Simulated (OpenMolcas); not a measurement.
A calculation on Ni2+.

* Program: OpenMolcas 26.06
* Method: MS-CASPT2, IPEA 0.25 Eh, imaginary shift 0.1 Eh (closed shells correlated: 3s 3p)
* Basis: ANO-RCC-VTZP [6s5p3d2f1g]
* Scalar Hamiltonian: DKH2, point nucleus
* Active space: 8 electrons in 6 orbitals (3d 4s)
* State averaging: 2S+1 = 5 even, 10 roots; 2S+1 = 3 even, 55 roots; 2S+1 = 1 even, 50 roots
* Spin-orbit coupling: state interaction with AMFI integrals over the reference wave functions, term energies averaged over their components

Question: Which level of the active space comes out lowest?

Answer: 3d8 3F4, with 100 % of that term; it is also the measured ground level.

Question: How high does 3d8 1D2 lie?

Answer: 1.634 eV above the lowest level; measured 1.7397 eV above the ground level, so the calculation is off by -6 %.

Question: How high does 3d8 3P0 lie?

Answer: 2.153 eV above the lowest level; measured 2.1363 eV above the ground level, so the calculation is off by +1 %.

Question: How high does 3d8 1S0 lie?

Answer: 6.464 eV above the lowest level; measured 6.5131 eV above the ground level, so the calculation is off by -1 %.

Measured values: Corliss and Sugar, J. Phys. Chem. Ref. Data 10, 197 (1981).

CASPT2 breaks the degeneracy within a term, and the mean is taken; among the terms shown or strongly mixed into the levels shown the widest spread is 1800 cm-1 (3d8 3F). Measured partners are found by configuration, term and J. A level has none where our copy of the source lacks it or the pairing is in doubt (some pairs that miss far off the trend of their configuration count as doubtful), and it then counts in no deviation. Only configurations of the active space appear.
